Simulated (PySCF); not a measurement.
**Eu(III) with more and more H2O**

Computed with PySCF 2.14.0, TPSS, def2-SVP on the ligands, density fitting, scalar-relativistic core potentials, no spin-orbit coupling, vacuum. The metal has lcecp-1-SVP with ECP52. Each complex is relaxed within the symmetry of its template. Distances are means of the shortest metal–ligand contacts, charges and spins Mulliken's; removal energies are rigid, with the ligand's formal charge and no counterpoise, so too large; for an anion taken off a cation in vacuum most of it is the attraction of opposite charges, and multiply charged cations can part far more cheaply with an electron moved from ligand to metal. lcecp potentials hold a fixed number of 4f electrons in the core, out of states, spins and gaps.

```
     complex  point group  M–H2O (Å)  charge on M (e)  removal of one H2O (eV)  unstable modes (below −25 cm⁻¹)
 [Eu(H2O)]3+          C2v      2.225             2.53                     5.10                        not given
[Eu(H2O)8]3+           S8      2.468             0.83                     2.01                        not given
```

(1) What does the calculation give for [Eu(H2O)3]3+?

Moved off a saddle point of the template and relaxed again: [Eu(H2O)3]3+, [Eu(H2O)8]3+. One start shape was tried for each, so a minimum needn't be the lowest isomer.

Answers

(1) point group: D3, M–H2O (Å): 2.299, charge on M (e): 1.91, removal of one H2O (eV): 3.72, unstable modes (below −25 cm⁻¹): not given.
```xyz
10

Eu    0.0000    0.0000    0.0000
O     2.2995    0.0000    0.0000
H     2.9212    0.7657    0.1489
H     2.9212   -0.7658   -0.1489
O    -1.1497    1.9914    0.0000
H    -2.1237    2.1470    0.1489
H    -0.7974    2.9127   -0.1489
O    -1.1498   -1.9914    0.0000
H    -0.7975   -2.9127    0.1489
H    -2.1238   -2.1470   -0.1489
```
